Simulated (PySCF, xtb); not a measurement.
C4H8OS, SMILES S1[C@@H](C)O[C@@H]1C.

GFN2-xTB (xtb 6.7.1) at its own geometry gives an orbital gap of 3.23 eV and a dipole moment of 0.94 D.

Coordinates come from a B3LYP-D3(BJ)/def2-SVP optimisation. The structure was generated by enumeration; whether it is a known compound was not checked.

**Question.** What does M06-2X/def2-TZVP (PySCF) give? (The exact figures need the calculation; the answer reports its results.)

**Answer.** gap 8.31 eV (levels -7.79 and 0.52 eV), dipole 0.30 D.
